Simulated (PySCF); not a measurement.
In(Me)(Vi)(OEt), C5H11InO, SMILES C=[CH][In]([O]CC)[CH3] (GFN2-xTB optimised geometry):

```
18

In    -0.222    -0.477     0.000
C     -1.897    -1.992    -0.020
H     -1.486    -2.993     0.048
H     -2.452    -1.882    -0.949
H     -2.553    -1.800     0.826
C      1.997    -0.477     0.000
C      2.739    -1.567    -0.003
H      2.440     0.513     0.002
H      3.823    -1.530    -0.004
H      2.309    -2.561    -0.006
O     -0.543     1.488     0.000
C     -1.664     2.312     0.013
C     -2.982     1.546     0.098
H     -1.590     2.993     0.875
H     -1.664     2.927    -0.900
H     -2.994     0.947     1.010
H     -3.823     2.236     0.109
H     -3.070     0.881    -0.764
```

Method: CAM-B3LYP/def2-SVP, def2 effective core potentials past Kr run with PySCF.

What are the frontier orbital energies and the dipole moment?

HOMO-2 -8.66 eV, HOMO-1 -8.25 eV, HOMO -8.22 eV, LUMO -0.12 eV, LUMO+1 0.65 eV; dipole moment 1.99 D.

On the same geometry PySCF with PBE/def2-SVP, def2 effective core potentials past Kr gives HOMO-2 -6.14 eV, HOMO-1 -5.54 eV, HOMO -5.43 eV, LUMO -1.75 eV, LUMO+1 -1.18 eV; dipole moment 1.71 D.
